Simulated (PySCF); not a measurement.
## Correlation energy of He (helium, neutral)

1s2, closed-shell 1S. Calculation: PySCF 2.14, in Sapporo-DZP-2012 (2s1p, 5 functions); scalar relativity by spin-free X2C-1e. Frozen: nothing; 2 electrons correlated.

Total MP2 correlation energy: -27.27 mhartree.

Same-spin part 0.00 and opposite-spin part -27.27 mhartree; SCS-MP2 scales them by 1/3 and 6/5 to -32.72 mhartree.

With two correlated electrons CCSD is exact within the correlated space (frozen core and kept virtual orbitals).

```tsv
level	correlation energy (mhartree)
CCSD	-34.45
```

Diagnostics: T1 = 0.00082, D1 = 0.0012, largest double amplitude 0.064.

Cost of the coupled-cluster step: 0.03 s of wall time on 1 thread of Neoverse-V1 (shared host), for 2 correlated electrons.

Iterations:

```
CC2 = 0
CCSD nocc = 1, nmo = 5
frozen orbitals []
max_cycle = 100
direct = 0
conv_tol = 1e-08
conv_tol_normt = 1e-06
diis_space = 8
diis_start_cycle = 0
Init t2, MP2 energy = -2.88252246647045  E_corr(MP2) -0.0272696075014409
Init E_corr(CCSD) = -0.0272696075014409
cycle = 1  E_corr(CCSD) = -0.0329731060336025  dE = -0.00570349853  norm(t1,t2) = 0.0151885
cycle = 2  E_corr(CCSD) = -0.0341445591311306  dE = -0.0011714531  norm(t1,t2) = 0.00323577
cycle = 3  E_corr(CCSD) = -0.0344539943265656  dE = -0.000309435195  norm(t1,t2) = 0.000710052
cycle = 4  E_corr(CCSD) = -0.0344518584776147  dE = 2.13584895e-06  norm(t1,t2) = 2.83609e-05
cycle = 5  E_corr(CCSD) = -0.0344518953632775  dE = -3.68856628e-08  norm(t1,t2) = 1.87544e-07
cycle = 6  E_corr(CCSD) = -0.0344518918176131  dE = 3.54566444e-09  norm(t1,t2) = 1.41068e-08
CCSD converged
E(CCSD) = -2.889704750786619  E_corr = -0.03445189181761309
```
